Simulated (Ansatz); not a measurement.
`CN(C)[SiH2]O` + `OCO` → `OCO[SiH2]O` + `CNC`  (ligand exchange at the Si–N bond)

Program: Ansatz. Geometries: PBE0-D4/def2-TZVP. ΔE: electronic, gas phase. CBS: MP2 limit from def2 TZ/QZ plus the TZ coupled-cluster correction, frozen cores. This one scheme is used for every species. DFT in def2-TZVPP. One conformer a species, not always the lowest.

`CN(C)[SiH2]O`:

```xyz
14

C    -0.224    0.189   -1.564
N    -0.050    0.314   -0.138
C    -1.192    0.871    0.541
Si    1.257   -0.428    0.673
O     1.200   -2.069    0.857
H    -1.043   -0.496   -1.825
H    -0.450    1.163   -2.016
H     0.688   -0.192   -2.029
H    -0.988    0.977    1.608
H    -2.091    0.247    0.426
H    -1.433    1.867    0.147
H     1.310    0.221    2.010
H     2.482   -0.238   -0.136
H     0.536   -2.428    1.447
```

`OCO`:

Z-matrix (Å, degrees):
```
C
O 1 1.397
O 1 1.396 2 112.9
H 1 1.095 2 105.2 3 -122.5
H 1 1.095 2 112.0 3 118.6
H 2 0.962 1 107.9 3 -61.7
H 3 0.962 1 107.9 2 -61.7
```

`OCO[SiH2]O`:

Z-matrix (Å, degrees):
```
C
O 1 1.396
O 1 1.400 2 112.3
H 1 1.095 2 111.0 3 117.7
H 1 1.095 2 107.0 3 -122.6
Si 2 1.652 1 121.0 3 -61.7
H 3 0.962 1 108.1 2 -67.2
O 6 1.638 2 113.5 1 73.7
H 6 1.474 2 106.5 1 -169.6
H 6 1.489 2 106.9 1 -48.3
H 8 0.960 6 115.4 2 -61.2
```

`CNC`:

```xyz
10

C     1.109   -0.418    0.234
N    -0.324   -0.598    0.205
C    -1.032    0.613   -0.137
H     1.601   -1.371    0.440
H     1.374    0.271    1.042
H     1.529   -0.006   -0.700
H    -0.564   -1.332   -0.447
H    -0.882    1.358    0.651
H    -2.104    0.413   -0.201
H    -0.707    1.071   -1.087
```

```json
{"level": "ωB97X-V", "ΔE (kcal/mol)": "-10.6", "difference from CCSD(T)/CBS": "-0.4"}
{"level": "B2PLYP", "ΔE (kcal/mol)": "-10.9", "difference from CCSD(T)/CBS": "-0.7"}
{"level": "PBE", "ΔE (kcal/mol)": "-9.2", "difference from CCSD(T)/CBS": "1.0"}
{"level": "r2SCAN", "ΔE (kcal/mol)": "-10.9", "difference from CCSD(T)/CBS": "-0.7"}
{"level": "PBE0", "ΔE (kcal/mol)": "-9.7", "difference from CCSD(T)/CBS": "0.5"}
{"level": "MP2/def2-TZVPP", "ΔE (kcal/mol)": "-9.9", "difference from CCSD(T)/CBS": "0.3"}
{"level": "CCSD(T)/def2-TZVPP", "ΔE (kcal/mol)": "-10.4", "difference from CCSD(T)/CBS": "-0.2"}
{"level": "SCS-MP2/def2-QZVPP", "ΔE (kcal/mol)": "-10.5", "difference from CCSD(T)/CBS": "-0.3"}
{"level": "MP2/CBS(def2)", "ΔE (kcal/mol)": "-9.7", "difference from CCSD(T)/CBS": "0.5"}
{"level": "CCSD/CBS(def2)", "ΔE (kcal/mol)": "-10.5", "difference from CCSD(T)/CBS": "-0.3"}
{"level": "CCSD(T)/CBS", "ΔE (kcal/mol)": "-10.2", "difference from CCSD(T)/CBS": "0"}
```

Largest T1 diagnostic among the species: 0.012.

In def2-TZVPP, CCSD(T) changes the Hartree–Fock value by +3.1 kcal/mol (the triples alone add +0.4 kcal/mol) and MP2 by +3.5 kcal/mol. The D4 term adds +0.8 kcal/mol with B3LYP and +0.5 kcal/mol with PBE0; it sums over pairs of atoms, weighted by their polarisabilities, and B3LYP, whose exchange is more repulsive, gets the larger term.

B3LYP here is the variant with VWN-RPA as its local correlation; programs differ in this.
